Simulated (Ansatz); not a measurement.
Reaction (redistribution): `[OH][GeH]([OH])[CH2]F` + `CO[SiH2]F` → `C[O][GeH]([OH])[OH]` + `FC[SiH2]F`

Gas-phase electronic energies from Ansatz, PBE0-D4/def2-TZVP geometries. CBS: MP2 limit from def2 TZ/QZ plus the TZ coupled-cluster correction, frozen cores. DFT in def2-TZVPP. B3LYP here is the variant with VWN-RPA as its local correlation; programs differ in this. For Ge outer-core shells are correlated without core-valence functions, which leaves a few kJ/mol of doubt a bond. Scalar relativity is left out up to krypton. One conformer a species, not always the lowest.

(1) Is it downhill or uphill in electronic energy at CCSD(T)/CBS, and by how much? (Estimate.)

(2) What do these levels give: B3LYP-D4, B2PLYP, MP2/def2-TZVPP, CCSD(T)/def2-TZVPP, SCS-MP2/def2-QZVPP, CCSD/CBS(def2)? (Best estimate.)

Largest T1 diagnostic among the species: 0.012.

Answers

(1) Ansatz gave: Uphill: ΔE = +14.1 kcal/mol.

(2) Computed: B3LYP-D4 14.2, B2PLYP 14.1, MP2/def2-TZVPP 14.1, CCSD(T)/def2-TZVPP 13.7, SCS-MP2/def2-QZVPP 14.1, CCSD/CBS(def2) 14.3 kcal/mol.
